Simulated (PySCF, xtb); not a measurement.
C5H6Si, SMILES C#C[SiH2]C#CC.

GFN2-xTB (xtb) at its own geometry gives an orbital gap of 5.11 eV and a dipole moment of 1.06 D.

Geometry: B3LYP-D3(BJ)/def2-SVP. The structure was generated by enumeration, and PubChem lists no compound with its InChIKey, so it may never have been made.

Q: What does PySCF with r2SCAN/def2-TZVP give? (An estimate is asked for; the answer gives what the named calculation found.)

A: gap 5.81 eV (levels -6.77 and -0.96 eV), dipole 1.80 D.
